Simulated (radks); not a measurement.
Neutral xenon, [Xe]. All-electron calculation, non-relativistic Kohn-Sham, exchange-only LDA, spin-polarised, spherical densities, point nucleus. Program: a radial shooting solver on a logarithmic mesh with Libxc functionals. Every spin shell is full or empty, so the densities are truly spherical. Functionals are evaluated on that one density, not self-consistently. Rank these exchange functionals by their error against the exact value of the orbitals, and give that value: LDA, PBE, revPBE, PW91, PW86, WC, SOGGA, EV93, APBE, TPSS, revTPSS, Tao-Mo, TASK, MVS.

Answer. Exact: -178.876 hartree. From best to worst, with 100 (|E| - |E exact|)/|E exact| (equal figures are ties): PW91 -0.01, MVS +0.05, PW86 -0.24, APBE +0.28, revPBE -0.31, TPSS -0.33, EV93 -0.38, PBE -0.43, Tao-Mo -0.83, WC -0.84, revTPSS -0.94, TASK -2.20, SOGGA -2.23, LDA -4.71.
